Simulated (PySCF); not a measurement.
CH₉NO₂Si₂, SMILES O[SiH](O)CN[SiH3]. Atoms are numbered in the order given.

```xyz
15

O     -1.4815    -0.7897     1.2008
Si    -1.6136     0.2328    -0.1046
O     -1.9529     1.8122     0.3062
C      0.1146     0.2819    -0.8878
N      0.9755    -0.7468    -0.2805
Si     2.6955    -0.5113    -0.0874
H     -0.5403    -0.9362     1.3969
H     -2.7024    -0.2965    -0.9690
H     -2.8293     1.9974     0.6637
H      0.5212     1.2772    -0.6360
H      0.0917     0.2369    -1.9944
H      0.6838    -1.6927    -0.5174
H      2.9058     0.7158     0.7321
H      3.4551    -0.3323    -1.3676
H      3.2272    -1.7146     0.6135
```

Geometry: B3LYP-D3(BJ)/def2-SVP. This is a generated structure with no PubChem entry under its InChIKey; it may be hypothetical. Other conformers were not sampled.

Calculation: PBE/pcSseg-1 (PySCF).

GIAO shieldings, no solvent; atoms listed in one row are averaged. δ = σ(ref) − σ: ¹⁷O against H2O (σ = 334.3 ppm); ²⁹Si against TMS (σ = 335.4 ppm); ¹³C against TMS (σ = 182.0 ppm); ¹⁵N against NH3 (σ = 267.0 ppm); ¹H against TMS (σ = 31.49 ppm), references at their B3LYP-D3(BJ)/def2-TZVP geometries, non-relativistic.

```
nucleus          atoms  count  δ (ppm)
-------  -------------  -----  -------
¹⁷O                 O3      1     81.7
¹⁷O                 O1      1     74.6
²⁹Si               Si2      1    -16.5
²⁹Si               Si6      1    -48.9
¹³C                 C4      1     37.8
¹⁵N                 N5      1     19.6
¹H                  H8      1     5.42
¹H       H13, H14, H15      3     5.02
¹H                  H7      1     4.25
¹H                 H11      1     2.91
¹H                  H9      1     2.45
¹H                 H10      1     2.39
¹H                 H12      1    -0.61
```
